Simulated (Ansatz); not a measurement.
A run of Ansatz (development build ahead of 0.2.0) on singlet CuNH3(+) at this shape:

```xyz
5

N     0.0000    0.0000   -1.4161
H     0.9449    0.0000   -1.8120
H    -0.4725    0.8183   -1.8120
H    -0.4725   -0.8183   -1.8120
Cu    0.0000    0.0000    0.5293
```

Its results:

```
Converged                       : yes
Reference energy                : -1694.96831 hartree
Correlation energy              : -0.88790 hartree
Total energy                    : -1695.85620 hartree
Spin squared of the determinant : 0.000
```

Task: Which input gives this output? Name the method, the orbitals and the basis set, and write the input.

Result: RHF-MP2 in def2-TZVP. An unrestricted run that stays on the closed shell gives the same numbers.

```yaml
crystal:
  periodic: [false, false, false]
  atoms:
    - { symbol: "N", position_ang: [0.0, 0.0, -1.41607] }
    - { symbol: H, position_ang: [0.94494, 0.0, -1.81205] }
    - { symbol: H, position_ang: [-0.47247, 0.81834, -1.81205] }
    - { symbol: H, position_ang: [-0.47247, -0.81834, -1.81205] }
    - { symbol: Cu, position_ang: [0.0, 0.0, 0.52926] }
basis:
  gaussian: { orbitals: def2-TZVP }
total_charge: 1
hamiltonian:
  xc: hf
correlation:
  method: mp2
  frozen_orbitals: { Cu: 5, H: 0, "N": 1 }
```
